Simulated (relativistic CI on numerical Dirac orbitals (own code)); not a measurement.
Energy levels of Zn7+

Calculated at this level of theory: Dirac-Coulomb-Breit CI, separate exchange-only KLI orbitals for each configuration, model QED (radiative potential, 1s self-energy scaled to tabulated hydrogen-like ionisation energies), unscaled Slater integrals (own radial code, finite nucleus).

Configurations in the expansion (outside the closed core [Ne]): 3s²3p⁶3d⁵, 3s²3p⁵3d⁶, 3s²3p⁶3d⁴4s, 3s²3p⁶3d⁴4p, 3s3p⁶3d⁶, 3s²3p⁶3d⁴4d, 3s²3p⁶3d³4s4p, 3s²3p⁶3d⁴5s, 3s²3p⁶3d⁴4f, 3s²3p⁶3d⁴5p, 3s²3p⁶3d⁴5f, 3s²3p⁶3d³4s², 3s²3p⁶3d²4s²4p, 3s²3p⁶3d²4s²4d, 3s²3p⁶3d²4s²5s, 3p⁶3d⁷, 3p⁵3d⁸. Double excitations out of closed p, d and f shells are left out; levels of such configurations are missing from the list, as are those of other unlisted configurations, and high levels can miss mixing partners.

The lowest level is 3s²3p⁶3d⁵ ⁶S5/2, with 100 % of that term; Hund's rules for 3s²3p⁶3d⁵ give ⁶S with J = 5/2, in agreement.

```csv
No.,Configuration,Term,J,E (cm⁻¹),%,Next component (%),jj configuration (%)
1,3s²3p⁶3d⁵,⁶S,5/2,0,100,,3d3/2^2 3d5/2^3 (43)
2,3s²3p⁶3d⁵,⁴G,11/2,54882,100,,3d3/2^2 3d5/2^3 (51)
3,3s²3p⁶3d⁵,⁴G,5/2,54968,99,1 ²F,3d3/2^2 3d5/2^3 (39)
4,3s²3p⁶3d⁵,⁴G,7/2,55058,99,,3d3/2^2 3d5/2^3 (43)
5,3s²3p⁶3d⁵,⁴G,9/2,55058,100,,3d3/2^2 3d5/2^3 (66)
6,3s²3p⁶3d⁵,⁴P,5/2,61419,83,15 ⁴D,3d5/2 (35)
7,3s²3p⁶3d⁵,⁴P,3/2,61879,87,13 ⁴D,3d3/2^3 3d5/2^2 (47)
8,3s²3p⁶3d⁵,⁴P,1/2,62379,95,5 ⁴D,3d3/2^2 3d5/2^3 (53)
9,3s²3p⁶3d⁵,⁴D,7/2,67029,99,1 ⁴F,3d3/2^2 3d5/2^3 (56)
10,3s²3p⁶3d⁵,⁴D,1/2,67681,95,5 ⁴P,3d3/2^2 3d5/2^3 (79)
11,3s²3p⁶3d⁵,⁴D,3/2,68013,87,13 ⁴P,3d3/2 3d5/2^4 (50)
12,3s²3p⁶3d⁵,⁴D,5/2,68018,84,14 ⁴P,3d3/2^2 3d5/2^3 (37)
13,3s²3p⁶3d⁵,²I,11/2,79249,98,2 ²H,3d3/2^2 3d5/2^3 (49)
14,3s²3p⁶3d⁵,²I,13/2,79447,100,,3d3/2^2 3d5/2^3 (100)
15,3s²3p⁶3d⁵,²D,5/2,85293,64,33 ²F,3d5/2 (33)
16,3s²3p⁶3d⁵,²D,3/2,87081,89,10 ⁴F,3d3/2^2 3d5/2^3 (62)
17,3s²3p⁶3d⁵,²F,7/2,89433,91,6 ⁴F,3d3/2^3 3d5/2^2 (39)
18,3s²3p⁶3d⁵,⁴F,9/2,91617,90,9 ²G,3d3/2^2 3d5/2^3 (48)
19,3s²3p⁶3d⁵,⁴F,5/2,91758,67,27 ²F,3d3/2^2 3d5/2^3 (65)
20,3s²3p⁶3d⁵,⁴F,7/2,92248,89,9 ²F,3d3/2 3d5/2^4 (49)
21,3s²3p⁶3d⁵,⁴F,3/2,92965,90,10 ²D,3d3/2 3d5/2^4 (46)
22,3s²3p⁶3d⁵,²F,5/2,93672,40,30 ⁴F,3d5/2^5 (51)
23,3s²3p⁶3d⁵,²H,9/2,96242,71,23 ²G,3d3/2^2 3d5/2^3 (71)
24,3s²3p⁶3d⁵,²H,11/2,97722,97,2 ²I,3d3/2 3d5/2^4 (64)
25,3s²3p⁶3d⁵,²G,7/2,98825,96,2 ²F,3d3/2^2 3d5/2^3 (70)
26,3s²3p⁶3d⁵,²G,9/2,100304,68,28 ²H,3d3/2 3d5/2^4 (65)
27,3s²3p⁶3d⁵,²F,5/2,105655,97,2 ⁴F,3d3/2^2 3d5/2^3 (57)
28,3s²3p⁶3d⁵,²F,7/2,106121,97,2 ⁴F,3d3/2 3d5/2^4 (41)
29,3s²3p⁶3d⁵,²S,1/2,115903,99,,3d3/2^3 3d5/2^2 (40)
30,3s²3p⁶3d⁵,²D,3/2,129530,100,,3d3/2^3 3d5/2^2 (35)
31,3s²3p⁶3d⁵,²D,5/2,129755,99,1 ²F,3d3/2 3d5/2^4 (35)
32,3s²3p⁶3d⁵,²G,9/2,144021,100,,3d3/2^2 3d5/2^3 (82)
33,3s²3p⁶3d⁵,²G,7/2,144120,100,,3d3/2^2 3d5/2^3 (49)
34,3s²3p⁶3d⁵,²P,3/2,174804,98,1 ²D,3d3/2^2 3d5/2^3 (74)
35,3s²3p⁶3d⁵,²P,1/2,174978,99,,3d3/2^2 3d5/2^3 (46)
36,3s²3p⁶3d⁵,²D,5/2,190086,100,,3d3/2^2 3d5/2^3 (83)
37,3s²3p⁶3d⁵,²D,3/2,190291,99,1 ²P,3d3/2 3d5/2^4 (49)
38,3s²3p⁶3d⁴4s,⁶D,1/2,511577,99,1 ⁴P,3d3/2^2 3d5/2^2 4s (45)
39,3s²3p⁶3d⁴4s,⁶D,3/2,512112,99,,3d3/2^3 3d5/2 4s (45)
40,3s²3p⁶3d⁴4s,⁶D,5/2,512949,100,,3d3/2^2 3d5/2^2 4s (63)
41,3s²3p⁶3d⁴4s,⁶D,7/2,514033,100,,3d3/2^2 3d5/2^2 4s (46)
42,3s²3p⁶3d⁴4s,⁶D,9/2,515311,100,,3d3/2 3d5/2^3 4s (44)
43,3s²3p⁶3d⁴4s,⁴D,1/2,527037,99,1 ²P,3d3/2^3 3d5/2 4s (34)
44,3s²3p⁶3d⁴4s,⁴D,3/2,527853,99,,3d3/2^2 3d5/2^2 4s (51)
45,3s²3p⁶3d⁴4s,⁴D,5/2,529072,99,,3d3/2^2 3d5/2^2 4s (51)
```

Energies count from the lowest computed level. Filled j subshells are mostly left out of the jj labels.

The mean weight of the leading LS term, summed over parents, in these 45 levels is 92 %, and that of the leading jj configuration (from the same eigenvectors) 53 %, so LS coupling describes them better.

At this charge configurations can still be misplaced by up to about 7 % of their energy. Terms inside the open d or f shell come out 10 to 20 % too wide with unscaled integrals.
